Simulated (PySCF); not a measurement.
Diatomic cations of Cd with group 14

PBE with double-zeta basis sets in PySCF, for the lowest determinant that a PBE0 search found; no spin–orbit coupling. De refers to high-spin ground-configuration atoms (the charge goes to the atom of lower measured ionisation energy or higher electron affinity, which is not always the lowest computed limit). A positive dipole points towards Cd; it is taken about the centre of mass and depends on that origin.

```csv
M,basis,charged atom,state (unpaired electrons),Re (Å),ωe (cm⁻¹),De (eV),μ (D)
C,cc-pVDZ-PP/cc-pVDZ,Cd+,doublet (π ↑),2.252,372,1.83,-0.12
Si,def2-SVP,Si+,doublet (π ↑),2.689,209,1.89,-2.54
Ge,cc-pVDZ-PP,Ge+,doublet (π ↑),2.758,139,1.60,-0.67
Pb,def2-SVP,Pb+,doublet (π ↑),3.027,97.4,n/a,1.28
```

The shortest bond is that of CdC⁺ (2.252 Å), the longest that of CdPb⁺ (3.027 Å).

The rows differ in basis set, which adds steps of its own.

Down a group the atoms grow and get heavier, so bonds lengthen and wavenumbers fall; this series shows no clear exception.

These are scalar-relativistic numbers at best; spin–orbit coupling would shift them, the dissociation energy most. For an ion De counts to the pair picked by the measured ionisation energies or electron affinities, which need not be the lowest pair at this level. States were picked by a PBE0 search and need not be the measured ground states.
